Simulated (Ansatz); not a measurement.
A run for Ansatz (a first-principles code): R-CCSD(T)/def2-TZVPPD on H3NbO3S (SMILES [OH][Nb]([OH])([OH])=[S]), atoms moved off the minimum. Elements past Kr take the def2 small-core potentials; no spin–orbit coupling. Files ending in .json are basis or fitting sets from the Basis Set Exchange.

Ansatz 0.2 input:
```yaml
crystal:
  periodic: [false, false, false]
  atoms:
    - {symbol: Nb, position_ang: [-0.18825330, -0.18420506, 0.11134464]}
    - {symbol: S, position_ang: [1.25275627, 1.06317087, -1.25956788]}
    - {symbol: O, position_ang: [0.93316704, -0.99976454, 1.43359587]}
    - {symbol: H, position_ang: [1.81503169, -1.10886620, 1.55331349]}
    - {symbol: O, position_ang: [-1.16790002, -1.29282703, -1.08479247]}
    - {symbol: H, position_ang: [-1.14878238, -1.47931788, -1.91236198]}
    - {symbol: O, position_ang: [-1.27580410, 0.99174115, 1.03972247]}
    - {symbol: H, position_ang: [-1.34923285, 1.95120984, 1.03061957]}
basis:
  gaussian:
    orbitals: def2-TZVPPD.json
magnetization: {spin_polarized: false}
correlation: {method: ccsd_t, electrons: outside_noble_gas}
scf: {lower_state_search: off}
output: {forces: true}
```

The head of its log:

```
WARN ansatz: RAYON_NUM_THREADS=8 ignored (pool sized by the plan → 8); use --threads N
Functional definition: HF
these checks for a lower state are left out or cut short: starts, cluster_reference, orbital_swaps, neighbouring_geometries, increment
integrals: 2.15 GiB planned
1695 factors; integrals over basis functions are off by at most 1.3e-3 eV
1.60 GiB of device memory are held for the factors and their scratch space
mean field: 1.18 GiB planned
mean field evaluation 1: about -18507.3416 eV, gradient 7.5e1 eV
mean field evaluation 2: about -18507.5307 eV, gradient 7.5e1 eV
mean field evaluation 4: about -18517.4775 eV, gradient 1.6e1 eV
mean field evaluation 8: about -18518.1124 eV, gradient 1.3e0 eV
mean field evaluation 16: about -18518.1204 eV, gradient 2.4e-6 eV
mean field -18518.12037606 eV, -680.5283717873 hartree, gradient 2.7e-6 eV, S^2 0.000000; 0 other end points of the search recorded, 0 dependent functions left out
12 core orbitals not correlated
reference -18518.12037606 eV, -680.5283717873 hartree; 16, 16 occupied and 250, 250 virtual orbitals, 1695 factors
densities: 19.85 GiB planned
```

### Question
What total energy does the run end on?

### Answer
-681.6893 hartree (reference determinant -680.5284, T1 diagnostic 0.029).
